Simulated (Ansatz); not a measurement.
Reaction 2 R1 + R2 → 2 P1 + P2, each structure at its B3LYP-D3(BJ)/def2-TZVP stationary point, reached from a drawn start (curvature not checked).
P1, H2 (SMILES [H][H]) (charge 0, multiplicity 1, Z-matrix in Å and degrees):
```
H
H 1 0.7440
```
R1, HF (SMILES F) (charge 0, multiplicity 1, Z-matrix in Å and degrees):
```
F
H 1 0.9245
```
R2: SiH4 (SMILES [SiH4]), charge 0, multiplicity 1.
P2, F2H2Si (SMILES F[SiH2]F) (charge 0, multiplicity 1, Z-matrix in Å and degrees):
```
Si
F 1 1.5916
F 1 1.5916 2 107.97
H 1 1.4696 2 108.50 3 117.41
H 1 1.4696 4 114.68 3 121.47
```

P less R. No zero-point or thermal terms.

Correlated levels freeze the cores.

The values were computed with Ansatz (a program for electronic structure) with Gaussian orbitals. No computed number here is a measurement.

Total energies in hartree:

| structure | PBE/def2-TZVPP | PBE0/def2-TZVPP | CCSD(T)/cc-pV(Q+d)Z |
|---|---|---|---|
| P1 | -1.166122 | -1.168485 | -1.173794 |
| R1 | -100.393473 | -100.394002 | -100.373106 |
| R2 | -291.721620 | -291.756591 | -291.452235 |
| P2 | -490.260831 | -490.291437 | -489.943994 |

Question: Work out the reaction energy at each level in eV (1 hartree = 27.21139 eV), and say how far PBE/def2-TZVPP lies from CCSD(T)/cc-pV(Q+d)Z.

Answer: 
- PBE/def2-TZVPP: 2 × (-1.166122) + (-490.260831) − (-291.721620) − 2 × (-100.393473) = -0.084509 hartree = -2.300 eV
- PBE0/def2-TZVPP: 2 × (-1.168485) + (-490.291437) − (-291.756591) − 2 × (-100.394002) = -0.083812 hartree = -2.281 eV
- CCSD(T)/cc-pV(Q+d)Z: 2 × (-1.173794) + (-489.943994) − (-291.452235) − 2 × (-100.373106) = -0.093135 hartree = -2.534 eV
PBE/def2-TZVPP less CCSD(T)/cc-pV(Q+d)Z: 0.234 eV. CCSD(T)/cc-pV(Q+d)Z is the level counted from, the highest shown, and no exact or measured value.
